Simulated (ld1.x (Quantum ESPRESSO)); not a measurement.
**Varying the ultrasoft potential for arsenic (As)**

Base potential:

| Quantity | Value |
| --- | --- |
| Element | arsenic (As) |
| Generator | ld1.x (Quantum ESPRESSO) 7.5 |
| Type | ultrasoft |
| Functional | LDA (PZ) |
| Relativity | scalar-relativistic |
| Frozen core | [Ne] 3s2 |
| Valence charge | 21 |
| Reference configuration | 3p6 3d10 4s2 4p2.5 (charge +0.5) |
| Partial waves | 4s (bound): rcut 1.55, rcutus 1.90 bohr; 4s channel at 3.2 Ry: rcut 1.55, rcutus 1.90 bohr; 3p (bound): rcut 1.00, rcutus 1.05 bohr; 4p (bound): rcut 1.00, rcutus 1.05 bohr; 3d (bound): rcut 1.10, rcutus 1.20 bohr; 3d channel at -3.05 Ry: rcut 1.10, rcutus 1.20 bohr; 4f channel at 0.45 Ry: rcut 1.40, rcutus 1.70 bohr |
| Local potential | all-electron potential smoothed inside 1.20 bohr (lloc = -1) |
| Core correction | none |
| Augmentation charge | PSQ, radius 0.75 bohr |

All-electron outer shells of the reference configuration (LDA (PZ), scalar-relativistic, ld1.x):

| shell | level (eV) | outermost node (bohr) | outermost maximum (bohr) |
| --- | --- | --- | --- |
| 3s | -194.14 | 0.25 | 0.52 |
| 3p | -138.06 | 0.22 | 0.52 |
| 3d | -45.53 | – | 0.47 |
| 4s | -18.97 | 0.73 | 1.59 |
| 4p | -9.27 | 0.78 | 1.92 |

Cutoffs, loose and tight: the cutoffs (Ry, on a coarse ladder) from which the occupation-weighted sum of valence levels, in a spherical-Bessel basis at the reference potential, stays within 10 and 1 mRy of its value at 400 Ry. They do not see the model core or the augmentation charge, which bear on the density cutoff. Test errors are all-electron minus pseudo excitation energies from the reference, over the configurations 3p6 3d10 4s2 4p3; 3p6 3d10 4s2 4p2; 3p6 3d10 4s2 4p1; 3p6 3d10 4s1 4p4; 3p6 3d10 4s1 4p0; 3p6 3d10 4s2 4p3.3; 3p6 3d10 4s2 4p0 (two spin-polarised tests are not counted in the largest error). A dash means not determined; rows that change the core or the reference have their own tests.

| change | outcome | cutoff, loose | cutoff, tight | bound ghosts | largest test error (meV) |
| --- | --- | --- | --- | --- | --- |
| base | generated | 120 Ry | 200 Ry | none | -28 |
| core correction a·sin(br)/r model core inside 0.44 bohr | generated | 120 Ry | 200 Ry | none | -39 |
| core correction a·sin(br)/r model core inside 0.62 bohr | generated | 120 Ry | 200 Ry | none | -39 |
| core correction a·sin(br)/r model core inside 0.70 bohr | generated | 120 Ry | 200 Ry | none | -38 |
| core correction a·sin(br)/r model core inside 0.84 bohr | generated | 120 Ry | 200 Ry | none | -38 |
| core correction a·sin(br)/r model core inside 0.96 bohr | generated | 120 Ry | 200 Ry | none | -37 |
| core correction a·sin(br)/r model core inside 1.16 bohr | generated | 120 Ry | 200 Ry | none | -37 |
| core correction a·sin(br)/r model core inside 1.22 bohr | generated | 120 Ry | 200 Ry | none | -37 |
